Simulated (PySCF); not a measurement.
# Radial density of V⁺ (vanadium, charge +1)

M06, [Ar] 3d3 4s1, high-spin 5F determinant (an excited configuration). Computed with PySCF 2.14 in aug-cc-pVTZ-DK (8s7p5d3f2g, 93 functions), with scalar relativity by spin-free X2C-1e.

```json
{"r (bohr)": "0.00118", "4πr²ρ (e/bohr)": "0.1898", "4πr²(ρα − ρβ)": "0.0001"}
{"r (bohr)": "0.00199", "4πr²ρ (e/bohr)": "0.4838", "4πr²(ρα − ρβ)": "0.0003"}
{"r (bohr)": "0.00335", "4πr²ρ (e/bohr)": "1.207", "4πr²(ρα − ρβ)": "0.0006"}
{"r (bohr)": "0.00563", "4πr²ρ (e/bohr)": "2.905", "4πr²(ρα − ρβ)": "0.0015"}
{"r (bohr)": "0.00947", "4πr²ρ (e/bohr)": "6.571", "4πr²(ρα − ρβ)": "0.0034"}
{"r (bohr)": "0.0159", "4πr²ρ (e/bohr)": "13.32", "4πr²(ρα − ρβ)": "0.0068"}
{"r (bohr)": "0.0268", "4πr²ρ (e/bohr)": "22.33", "4πr²(ρα − ρβ)": "0.0105"}
{"r (bohr)": "0.0450", "4πr²ρ (e/bohr)": "27.48", "4πr²(ρα − ρβ)": "0.0101"}
{"r (bohr)": "0.0758", "4πr²ρ (e/bohr)": "23.00", "4πr²(ρα − ρβ)": "0.0055"}
{"r (bohr)": "0.127", "4πr²ρ (e/bohr)": "22.07", "4πr²(ρα − ρβ)": "0.0328"}
{"r (bohr)": "0.214", "4πr²ρ (e/bohr)": "29.79", "4πr²(ρα − ρβ)": "0.1570"}
{"r (bohr)": "0.361", "4πr²ρ (e/bohr)": "16.71", "4πr²(ρα − ρβ)": "0.6073"}
{"r (bohr)": "0.607", "4πr²ρ (e/bohr)": "9.673", "4πr²(ρα − ρβ)": "1.7829"}
{"r (bohr)": "1.02", "4πr²ρ (e/bohr)": "10.31", "4πr²(ρα − ρβ)": "2.0731"}
{"r (bohr)": "1.72", "4πr²ρ (e/bohr)": "2.664", "4πr²(ρα − ρβ)": "1.2005"}
{"r (bohr)": "2.89", "4πr²ρ (e/bohr)": "0.6294", "4πr²(ρα − ρβ)": "0.6038"}
{"r (bohr)": "4.85", "4πr²ρ (e/bohr)": "0.08636", "4πr²(ρα − ρβ)": "0.0863"}
{"r (bohr)": "8.17", "4πr²ρ (e/bohr)": "0.0009334", "4πr²(ρα − ρβ)": "0.0009"}
```

Densities and radii are taken from the X2C orbitals without a picture-change correction, which distorts them close to the nucleus.
